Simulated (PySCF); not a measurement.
# Pauling's electronegativity from computed bond energies: partners of F

PBE0 in PySCF with def2-TZVP on every atom (core potentials on Cs), for the lowest determinant that a PBE0 search found; no spin–orbit coupling. De of F2 is 1.53 eV.

```csv
B,De(B₂) (eV),De(FB) (eV)
Cs,0.41,4.94
Cl,2.57,2.62
Li,0.82,5.57
H,4.52,5.84
Na,0.69,4.58
```

**Question.** With Δ = De(FB) − [De(F₂) + De(B₂)]/2, give Δ and the electronegativity difference √(Δ/eV).

**Answer.** 

```json
{"B": "Cs", "Δ (eV)": "3.97", "√Δ": "1.99"}
{"B": "Cl", "Δ (eV)": "0.57", "√Δ": "0.75"}
{"B": "Li", "Δ (eV)": "4.39", "√Δ": "2.10"}
{"B": "H", "Δ (eV)": "2.81", "√Δ": "1.68"}
{"B": "Na", "Δ (eV)": "3.47", "√Δ": "1.86"}
```

The rule was made for single bonds and measured bond energies; here it is fed with computed well depths. With the arithmetic mean Δ turns negative when the two homonuclear bonds differ much, as for alkali hydrides.

Closed-shell solutions of metal pairs were not tested for spin polarisation, which can lower them a little. Weak bonds: Cs2. Basis-set superposition, not corrected here, can be much of De in a small basis, most of all at correlated wavefunction levels. Functionals without a dispersion term scatter widely for such bonds, and LDA overbinds them. These are scalar-relativistic numbers at best; spin–orbit coupling would shift them, the dissociation energy most.
